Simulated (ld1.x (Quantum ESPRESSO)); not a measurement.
**Building the TM potential for Au (Z = 79) (BLYP, scalar-relativistic).**

| Item | Value |
| --- | --- |
| Element | Au (Z = 79) |
| Generator | ld1.x (Quantum ESPRESSO) 7.5 |
| Type | norm-conserving Troullier–Martins (Kleinman–Bylander form) |
| Functional | BLYP |
| Relativity | scalar-relativistic |
| Frozen core | [Kr] 4d10 |
| Valence charge | 33 |
| Reference configuration | 4f14 5s2 5p6 5d10 6s1 6p0 |
| Partial waves | 5s (bound): rc 1.60 bohr; 5p (bound): rc 1.55 bohr; 4f (bound): rc 0.75 bohr; 5d (bound): rc 1.90 bohr |
| Local potential | the d channel |
| Core correction | Bessel-smoothed model core inside 0.35 bohr |

Occupied shells without a wave of their own: 6s. They enter only through the test configuration that unscreens the potential, and ld1.x also counts them in the model core charge.

Calculated quality:

| Quantity | Value |
| --- | --- |
| Largest excitation error | -899 meV (all-electron minus pseudo) for 4f13 5s2 5p6 5d10 6s1 6p0, out of 7 test configurations |

A Bessel basis up to 400 Ry misses an occupied level by 0.56 Ry, so cutoffs and ghosts were not judged. ld1.x takes every shell without a wave as core, so the model core holds the 6s electrons as well and exchange and correlation see them twice. This cancels in the reference configuration, but the file is broken for other ones, and its errors say nothing about a proper core correction.

Generation and tests took about 1.9 s on one core of a shared server CPU.
